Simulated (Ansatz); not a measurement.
A nudged elastic band was laid between two geometries of a periodic cell of 17 atoms, Be16B (host Be, host structure hcp, interstitial B).

Computed with DFT LDA, scalar-relativistic, plane waves, PAW in Ansatz 0.2.0. Settings: cutoff 420 eV, k mesh 5x6x4, fermi-dirac smearing 0.15 eV, no spin polarisation.

```
movable images  : 5
climbing image  : yes
spring          : 10.0 eV/Å²
optimiser       : quadratic models (default)
start path      : straight line
force threshold : 0.03 eV/Å
iteration limit : 64
end points      : relaxed
```

Initial state:

```xyz
17
Lattice="-2.2900 -3.9664 0.0000 3.4350 -1.9832 0.0000 0.0000 0.0000 7.1769" Properties=species:S:1:pos:R:3
Be -0.003 -3.928 0.027
Be -0.118 -2.800 1.709
Be -0.299 -4.000 3.746
Be 0.037 -2.513 5.367
Be -1.170 -1.967 -0.065
Be 2.303 -2.737 1.693
Be -0.711 -1.983 3.473
Be 2.202 -2.405 5.331
Be 1.071 -1.886 0.098
Be 0.997 -0.932 2.189
Be 1.139 -2.840 3.389
Be 1.029 -0.322 5.627
Be -0.095 0.111 0.057
Be 1.078 -4.589 1.864
Be -0.278 0.116 3.579
Be 1.121 -4.416 5.331
B 0.887 -1.306 4.168
```

Final state:

```xyz
17
Lattice="-2.2900 -3.9664 0.0000 3.4350 -1.9832 0.0000 0.0000 0.0000 7.1769" Properties=species:S:1:pos:R:3
Be 0.023 -4.182 -0.060
Be 0.098 -2.761 1.845
Be 0.067 -4.009 3.653
Be 0.281 -2.761 5.370
Be -1.024 -2.326 0.237
Be 2.368 -2.748 1.886
Be -1.001 -1.715 3.980
Be 2.294 -1.787 5.179
Be 1.235 -2.229 -0.051
Be 1.172 -0.682 1.724
Be 1.128 -1.892 3.482
Be 0.707 -0.664 5.262
Be -0.036 -0.137 -0.023
Be 1.151 -4.673 1.813
Be 0.119 0.154 3.497
Be 1.446 -4.599 5.537
B -0.893 -1.338 5.956
```

What changes between the two ends?

Contacts lost: Be2–Be7, Be3–B17, Be10–B17, Be11–B17, Be15–B17. Contacts made: Be1–Be10, Be5–B17, Be9–B17, Be10–Be13, Be11–Be12, Be13–B17, Be16–B17. The atom that moves furthest is B17, by 2.52 Å.

Give the energies along the band, and the barrier.

The forces met the threshold. The highest image is number 2 of 0 to 6, 0.85 eV above the ends, which have the same energy within 2 meV. The profile has 2 maxima (images 2, 4) with wells between them (image 3): this band takes more than one step, which may be the mechanism or a detour left from its start path. By the program's own check the climbing image is a first-order saddle point (lowest curvatures found: -2.06 and 0.21 eV/Å²). Limits of this set-up: coarse k mesh, odd electron count without spin.

| image | path coordinate (Å) | energy (eV) | Be2–Be7 (Å) | Be3–B17 (Å) | Be10–B17 (Å) |
| --- | --- | --- | --- | --- | --- |
| 0 | 0.00 | 0.00 | 2.03 | 1.74 | 2.02 |
| 1 | 0.91 | 0.23 | 2.15 | 1.94 | 2.72 |
| 2 | 1.81 | 0.85 | 2.15 | 2.76 | 3.12 |
| 3 | 2.93 | 0.09 | 2.04 | 2.99 | 3.50 |
| 4 | 4.05 | 0.33 | 2.10 | 3.18 | 3.56 |
| 5 | 5.17 | 0.32 | 2.18 | 3.71 | 3.55 |
| 6 | 6.29 | 0.00 | 2.62 | 3.45 | 3.66 |

What is the geometry of the highest image?


```xyz
17
Lattice="-2.2900 -3.9664 0.0000 3.4350 -1.9832 0.0000 0.0000 0.0000 7.1769" Properties=species:S:1:pos:R:3
Be 0.033 -3.970 0.096
Be -0.013 -2.701 1.763
Be -0.003 -4.114 3.646
Be 0.051 -2.816 5.544
Be -1.144 -1.970 0.032
Be 2.273 -2.652 1.757
Be -1.152 -2.097 3.480
Be 2.207 -2.399 5.466
Be 1.148 -1.970 0.084
Be 1.146 -0.657 1.794
Be 1.103 -2.104 3.444
Be 1.190 -0.500 5.598
Be -0.002 0.069 0.079
Be 1.139 -4.641 1.801
Be -0.017 0.023 3.531
Be 1.207 -4.516 5.421
B 0.007 -1.364 4.617
```

The run took 22 min on 2 threads of AMD EPYC 7B13 (Zen 3), on a shared host, peak memory 1.5 GiB.
